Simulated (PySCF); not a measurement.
# Ni¹²⁺: ionisation energy

Ni¹²⁺ [Ne] 3s2 3p4 (3P) → Ni¹³⁺ [Ne] 3s2 3p3 (4S), as a difference of total energies. Computed with PySCF 2.14 in an uncontracted even-tempered set (19 s from 0.59 bohr⁻², ratio 2.5; 12 p from 0.76 bohr⁻², ratio 2.5; 5 d from 5.6 bohr⁻², ratio 2.7; 4 f from 8.4 bohr⁻², ratio 2.7), with scalar relativity by spin-free X2C-1e. Correlated levels: outer shells: 1s2 frozen; virtual orbitals above 40 to 60 times the deepest correlated orbital energy dropped. The calculations carry no spin-orbit coupling.

```tsv
method	ionisation energy (eV)
UHF	382.34
LDA	384.45
PBE	384.40
PBE0	384.32
r2SCAN	384.23
PW91	384.67
revPBE	384.33
MP2 (outer shells)	383.29
SCS-MP2 (outer shells)	383.33
```

Question: How much does correlation contribute at MP2 (outer shells)?

Answer: 383.29 − (382.34) = 0.95 eV, measured against UHF.

A first-order spin-orbit estimate (lowest level to lowest level, LS coupling) adds 0.983 eV.

For comparison: 384.5 ± 0.5 eV (semi-empirical (NIST evaluation); NIST Atomic Spectra Database, ionization energies).
